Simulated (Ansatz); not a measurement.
## Pulling the pair apart

The pair of Ag⁺ (SMILES [Ag+], atom 1) and H$_{2}$Te (SMILES [TeH2], atoms 2–4), both closed shells, in one local arrangement (a lower one may exist), relaxed at PBE0-D4/def2-TZVP:

Ag1  (0.007, -0.177, -2.116)
Te2  (0.313, -0.623, 0.506)
H3  (0.908, 0.905, 0.767)
H4  (-1.228, -0.105, 0.844)
(Å)

H$_{2}$Te is shifted rigidly along the line between the mean atom positions of the two fragments (negative: closer). Counterpoise interaction energies in kJ/mol. Computed with Ansatz 0.2.0 (basis: def2-TZVPPD); correlated methods freeze the cores. Filled d shells of the heavier atoms are correlated. Core potentials replace the inner electrons of the atoms past krypton. The def2 sets are not built for correlating such inner shells, so the correlated values are less sure here.

```tsv
shift (Å)	wB97M-V	PBE0-D4	MP2
-0.27	-150.9	-175.2	-157.5
-0.13	-172.1	-194.6	-174.0
0.00	-178.2	-199.6	-176.6
0.13	-175.0	-195.8	-171.0
0.32	-161.9	-182.5	-155.9
0.67	-128.4	-150.0	-120.7
1.34	-71.4	-92.4	-64.1
2.68	-20.0	-38.1	-17.8
```

Question: What does CCSD(T) give at these shifts? (Judge from chemistry; the value comes from the calculation.)

Answer: By the calculation: -134.7, -156.7, -163.9, -162.1, -151.0, -120.4, -65.6, -17.8 kJ/mol. For zero shift, CCSD(T) at an estimated basis limit (MP2 extrapolated from triple and quadruple zeta, plus CCSD(T) − MP2 in triple zeta) gives -188.5 kJ/mol. These are counterpoise interaction energies, counted from the two frozen fragments.

No T1 diagnostic of these runs exceeds 0.014.

For scale, one of the runs: CCSD(T)/def2-TZVPPD, 149 basis functions, launched by `ansatz run in.yaml --threads 2 --pin off --events-out ev --progress --plain --max-ram 5222MiB`. Time: 19 s of wall clock on 2 CPU threads of an Intel Xeon Platinum 8488C; the host was shared. Peak host memory: 0.92 GiB.
